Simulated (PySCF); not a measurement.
CrOF₃, SMILES [O]=[Cr]([F])([F])[F] (connectivity only; charge and spin as stated), neutral, multiplicity 2.

Geometry: PBE0-D3(BJ)/def2-SVP. The geometry has at least one imaginary mode, so it is a saddle point at that level. The multiplicity is an assumed one; other spin states were not compared.

Calculation: PySCF with PBE0-D3(BJ)/def2-SVP.

Frequencies are harmonic and unscaled.

```tsv
mode	ν (cm⁻¹)	IR (km/mol)	moving atoms (share of kinetic energy)
1	75i	40.7	F 44 %, Cr 29 %, O 27 %
2	207	3.0	F 90 %
3	225	0.3	F 73 %, O 27 %
4	263	12.8	F 66 %, Cr 25 %, O 9 %
5	329	6.0	O 51 %, F 35 %, Cr 15 %
6	755	53.7	F 88 %, Cr 9 %
7	786	146.3	F 71 %, Cr 29 %
8	831	164.7	F 62 %, Cr 38 %
9	1190	156.9	O 74 %, Cr 26 %
```
